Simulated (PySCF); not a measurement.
An element was calculated at r2SCAN (PySCF 2.14, ECP, a triple-zeta basis, no spin-orbit coupling), in the ground configurations that NIST lists.

```
electron affinity        : 0.499 eV
first ionisation energy  : 6.077 eV
second ionisation energy : 20.482 eV
third ionisation energy  : 31.298 eV
```

**Question.** Which element is it?

**Answer.** Gallium (Ga, Z = 31), in aug-cc-pVTZ-PP with ECP10MDF. NIST lists 5.999, 20.515, 30.726 eV for these ionisation energies.
